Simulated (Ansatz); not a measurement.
C2H6GeSn (`C=[C]1[GeH2][SnH2]1`). The species carries charge 0 and has multiplicity 1. Sn: def2 effective core potential.

```xyz
10

C    -0.8860    1.2518   -1.0866
C    -0.2625    0.3672   -0.3260
Ge    0.6609   -1.3570   -0.5000
Sn    0.3454   -0.0768    1.6957
H    -1.0003    1.1130   -2.1616
H    -1.3180    2.1647   -0.6805
H    -0.2055   -2.5740   -0.8611
H     1.9978   -1.3540   -1.2583
H    -0.8891   -0.4458    2.8087
H     1.5574    0.9109    2.3697
```

Question: What are the harmonic wavenumbers in cm⁻¹ at PBE0-D4/def2-TZVP (Ansatz, finite differences of forces, unscaled)? (An estimate is asked.)

Answer: The calculation gave: 98, 185, 231, 285, 321, 373, 447, 488, 538, 577, 612, 683, 689, 833, 990, 1071, 1440, 1693, 1928, 1943, 2124, 2147, 3096, 3170.

Question: Is this a minimum?

Answer: Yes, all 24 modes are real.

Question: Give the ideal-gas thermochemistry at 298.15 K and 1 bar (rigid rotor, harmonic oscillator; point group Cs, symmetry number 1).

Answer: Zero-point energy 155.3 kJ/mol; H(298) − E = 176.8 kJ/mol; entropy 360.0 J/(mol·K), of which translation 176.2, rotation 118.9, vibration 64.9; G(298) − E = 69.4 kJ/mol. Modes under 100 cm⁻¹ are hindered rotations or soft bends, so the harmonic entropy is rough.

Question: And at 400, 500, 600, 800 and 1000 K?

Answer: 
| T (K) | H − E (kJ/mol) | S (J/mol/K) | G − E (kJ/mol) |
| --- | --- | --- | --- |
| 400 | 189.5 | 396.6 | 30.9 |
| 500 | 203.7 | 428.1 | -10.4 |
| 600 | 219.1 | 456.2 | -54.7 |
| 800 | 253.0 | 504.8 | -150.9 |
| 1000 | 289.9 | 546.0 | -256.1 |

Question: Rotational constants (cm⁻¹)?

Answer: 0.1163, 0.05033, 0.03624.
